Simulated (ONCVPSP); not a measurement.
Which change was made? (Co, ONCV)

* Element: cobalt (Co)
* Generator: ONCVPSP 4.0.1
* Type: optimised norm-conserving Vanderbilt (ONCV)
* Functional: revPBE
* Relativity: scalar-relativistic
* Frozen core: [Ne]
* Valence charge: 17
* Reference configuration: 3s2 3p6 3d7 4s0.5 (charge +1.5)
* Partial waves: 3s+4s: rc 1.30 bohr, ncon 4, nbas 8, qcut 11.7 1/bohr, 2 projectors; 3p: rc 0.95 bohr, ncon 3, nbas 8, qcut 16.6 1/bohr, 1 projector; 3d: rc 1.40 bohr, ncon 4, nbas 8, qcut 11.1 1/bohr, 2 projectors, debl 2.2 Ha
* Local potential: polynomial inside 0.80 bohr (lpopt 5, dvloc0 2 Ha)
* Core correction: Teter function, fcfact 6, rcfact 1.7

Cutoffs, loose and tight: the cutoffs (Ha) at which the residual kinetic energy of the hardest occupied pseudo-wave falls to 1 and 0.1 mHa per electron. They do not see the model core or the augmentation charge, which bear on the density cutoff. Test errors are all-electron minus pseudo excitation energies from the reference, over the configurations 3s2 3p6 3d7 4s2; 3s2 3p6 3d7 4s1; 3s2 3p6 3d7 4s0; 3s2 3p6 3d7.5 4s1.5; variants that change the core or the reference have their own tests.

The base gives: outcome: generated; cutoff, loose: 73 Ha; cutoff, tight: 92 Ha; bound ghosts: none; GHOST(+) flags above zero: none; largest test error (meV): +4.2.

After one change the result is: outcome: generated; cutoff, loose: 35 Ha; cutoff, tight: 109 Ha; bound ghosts: s, p; GHOST(+) flags above zero: none; largest test error (meV): -180. Which change was it?
A. s: qcut 13.4; p: qcut 19.1; d: qcut 12.8
B. s: rc 1.82
C. core [Ar], valence charge 9; reference 3d7 4s1.5; waves now 4s: rc 1.75 bohr, ncon 4, nbas 8, qcut 4.8 1/bohr, 2 projectors, debl 1.1 Ha; p scattering state at 0.11 Ha: rc 1.75 bohr, ncon 4, nbas 7, qcut 5.5 1/bohr, 2 projectors, debl 2.7 Ha; 3d: rc 1.65 bohr, ncon 4, nbas 9, qcut 7.4 1/bohr, 2 projectors, debl 2.3 Ha; local potential polynomial inside 1.60 bohr (lpopt 5, dvloc0 4 Ha)

C. The others give: s: rc 1.82 → outcome: failed: ERROR pspot: first pseudo wave function has node, program will stop | s: qcut 13.4; p: qcut 19.1; d: qcut 12.8 → outcome: generated; cutoff, loose: 95 Ha; cutoff, tight: 117 Ha; bound ghosts: none; GHOST(+) flags above zero: none; largest test error (meV): +3.8.
